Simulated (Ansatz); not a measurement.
Basis-set extrapolation for Cl2H6N2OSi2, SMILES `N[SiH2]O[Si](N)(Cl)Cl` (PBE0-D4/def2-TZVP geometry, frozen core, Ansatz). Multiplicity 1, RHF reference.

|  | def2-TZVPP | def2-QZVPP |
| --- | --- | --- |
| HF | -1684.557551 | -1684.611517 |
| MP2 correlation | -1.271260 | -1.380901 |
| CCSD(T) correlation | -1.384957 | not run |

Energies in hartree. Use E(X) = E(∞) + A·exp(−7.88·√X) for Hartree–Fock and E(X) = E(∞) + B·X^(−2.97) for correlation, with X = 3 and 4, and add CCSD(T) minus MP2 of the smaller set to the MP2 limit.

Problem. What is the CCSD(T) energy at the basis-set limit?

Solution. HF limit: -1684.611517 + (-0.053966) × 0.13774 = -1684.61895. MP2 limit: -1.380901 + (-0.109641) × 0.74074 = -1.46212. Higher-order term: -1.384957 − (-1.271260) = -0.11370. Total: -1686.19477 hartree, 662.3 kJ/mol below CCSD(T)/def2-TZVPP.
